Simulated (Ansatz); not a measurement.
Worked example: the enthalpy of formation of C2H4Br2 (SMILES BrCCBr)

C2H4Br2 has 8 atoms, charge 0, and is taken as a singlet. SMILES: `BrCCBr`. The shape is that of a PBE0-D4/def2-TZVP optimisation. This is one conformer, not always the lowest.

Total energies at CCSD/6-31G* (spherical functions), 20 core orbitals frozen (Ansatz 0.2.0); the atoms run unrestricted:

| species | state | energy (Eh) |
| --- | --- | --- |
| C2H4Br2 | singlet | -5223.055163 |
| Br | doublet | -2572.315838 |
| C | triplet | -37.750356 |
| H | doublet | -0.498233 |

Harmonic wavenumbers at PBE0-D4/def2-TZVP, in cm⁻¹: 103, 179, 192, 621, 688, 756, 947, 1089, 1105, 1207, 1283, 1286, 1476, 1480, 3121, 3130, 3182, 3206.

Measured heats of formation of the gaseous atoms at 298.15 K, in kJ/mol: Br 111.9, C 716.9, H 218.0. Spin-orbit lowering of the atoms at 298 K (mean of the ground term's levels less their thermal mean, from spectra), in kJ/mol: Br 14.69, C 0.02. Take 1 Eh = 2625.50 kJ/mol, 1 cm⁻¹ = 0.0119627 kJ/mol, RT = 2.479 kJ/mol.

What heat of formation follows?


1. Electronic atomisation energy: 2 × (-2572.315838) + 2 × (-37.750356) + 4 × (-0.498233) − (-5223.055163) = 0.929843 Eh = 2441.3 kJ/mol.
2. Zero-point energy: half the sum of the wavenumbers, 12525.5 cm⁻¹ = 149.8 kJ/mol.
3. Thermal vibrational enthalpy, Σ hcν̃/(exp(hcν̃/kT) − 1): 6.3 kJ/mol. Translation, rotation and pV of a non-linear molecule: 4 RT = 9.9 kJ/mol.
4. The 8 free atoms carry 5/2 RT each: 49.6 kJ/mol.
5. Spin-orbit coupling lowers the free atoms by 2 × 14.69 + 2 × 0.02 = 29.4 kJ/mol.
6. Atomisation enthalpy at 298 K: 2441.3 − 29.4 − 149.8 − 6.3 − 9.9 + 49.6 = 2295.5 kJ/mol.
7. Sum of the atoms' heats of formation: 2529.6 kJ/mol. Heat of formation: 2529.6 − 2295.5 = +234.1 kJ/mol.

The tabulated value is -37.6 kJ/mol (Active Thermochemical Tables), so this level is off by +271.7 kJ/mol, or 10.6 % of the atomisation enthalpy that the table implies (2567.0 kJ/mol). Coupled cluster needs large bases for atomisation: in a finite one the molecule is underbound. Relativity is left out. CCSD also lacks the triples, which bind further. A double-zeta basis underbinds. Anharmonicity and any spin-orbit splitting of the molecule are left out, and cores are frozen in the wave-function part.
